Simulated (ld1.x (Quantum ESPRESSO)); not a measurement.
## Building the PAW potential for P (Z = 15) (PBE, scalar-relativistic).

- Element: P
- Generator: ld1.x (Quantum ESPRESSO) 7.5
- Type: PAW
- Functional: PBE
- Relativity: scalar-relativistic
- Frozen core: [He]
- Valence charge: 13
- Reference configuration: 2s2 2p6 3s2 3p1 (charge +2)
- Partial waves: 2s (bound): rcut 0.80, rcutus 0.95 bohr; 3s (bound): rcut 0.80, rcutus 0.95 bohr; 2p (bound): rcut 0.75, rcutus 0.90 bohr; 3p (bound): rcut 0.75, rcutus 0.90 bohr; 3d channel at 0.4 Ry: rcut 0.70, rcutus 0.75 bohr; 3d channel at 1.8 Ry: rcut 0.70, rcutus 0.75 bohr
- Local potential: all-electron potential smoothed inside 0.55 bohr (lloc = -1)
- Core correction: a·sin(br)/r model core inside 0.65 bohr
- Augmentation charge: PSQ, inside the norm-conserving radii

Results:

- Largest excitation error: +125 meV (all-electron minus pseudo) for 2s1 2p6 3s2 3p3, out of 7 test configurations
- Lowest eigenvalue of the overlap operator: -0.07 (s channel); it is negative, so in a basis up to 400 Ry S is not positive definite and the file is unfit for use
- Density cutoff estimated by the generator: 863 Ry

The ghost test of this file was not conclusive. Its overlap operator is not positive definite in a basis up to 400 Ry (lowest eigenvalue s -0.07, p -0.03), so the file is unfit for use: the generalised eigenproblem breaks down once the basis is large enough, and its test numbers describe a broken file.

Generation and tests took about 1.7 s on one core of a shared server CPU.
